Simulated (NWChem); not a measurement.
**Atomisation of H$_{7}$Si$_{3}$**

SMILES: [SiH3][SiH][SiH3]
```xyz
10

Si    -0.3612     0.0262    -1.9924
Si     0.8436    -0.1220     0.0000
Si    -0.3612     0.0262     1.9924
H     -0.8848     1.4089    -2.2349
H     -1.5214    -0.9144    -1.9216
H      0.5107    -0.3586    -3.1446
H      2.0946     0.7029     0.0000
H     -0.8848     1.4089     2.2349
H      0.5107    -0.3586     3.1446
H     -1.5214    -0.9144     1.9216
```
Charge 0, spin multiplicity 2.

The numbers come from NWChem runs, not from measurements. The geometry was optimised at UPBE0/def2-SVP, a minimum by its harmonic frequencies.

Basis set: def2-TZVP. The atomisation energy is electronic alone: no zero-point, thermal, spin-orbit or counterpoise terms. No value is extrapolated to the basis-set limit. Free atoms are single determinants with multiplicities Si 3, H 2. Correlated methods freeze the same cores in atoms and molecule, 15 orbitals in all.

B3LYP has NWChem's definition, with VWN1-RPA local correlation. The structure started from a generated list of species. The unpaired electrons of the parent sit in orbitals of symmetry a' (Cs labels of the run); other states weren't searched. No SCF solution was tested for a lower state. Open-shell Hartree-Fock references start from PBE0 orbitals.

Task: For the atomisation energy, PBE0 gives 645.4 kcal/mol and BP86 gives 661.9 kcal/mol. What do B3LYP, BHandHLYP, MP2 give?

Result: B3LYP: 649.2 kcal/mol; BHandHLYP: 647.2 kcal/mol; MP2: 616.0 kcal/mol.
